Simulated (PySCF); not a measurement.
**Working out the ionisation energy of Se²⁺**

Se²⁺ [Ar] 3d10 4s2 4p2 (3P) → Se³⁺ [Ar] 3d10 4s2 4p1 (2P). All numbers are calculated (PySCF 2.14, scalar relativity through the core potential, in aug-cc-pVTZ-PP with ECP10MDF). Frozen: 3s2 3p6 3d10. Energies in hartree (1 hartree = 27.21139 eV):

| part | Se²⁺ (lower) | Se³⁺ (upper) |
| --- | --- | --- |
| UHF | -370.782754 | -369.643662 |
| MP2 opposite-spin | -0.047926 | -0.039943 |
| MP2 same-spin | -0.009349 | -0.002742 |

Task: What does Hartree-Fock give?

Result: (-369.643662) − (-370.782754) = 1.139092 hartree = 30.996 eV.

Task: What do MP2 and SCS-MP2 (6/5 opposite-spin, 1/3 same-spin) give?

Result: The opposite-spin parts differ by 0.217 eV and the same-spin parts by 0.180 eV. MP2: 30.996 + (0.217) + (0.180) = 31.393 eV. SCS-MP2: 30.996 + 1.2 × (0.217) + (0.180)/3 = 31.316 eV.

Reference: 31.697 ± 0.019 eV (measured; NIST Atomic Spectra Database, ionization energies), between the lowest levels; spin-orbit coupling is absent from the calculation.

What remains against the reference includes basis incompleteness, the frozen core and correlation beyond second order.
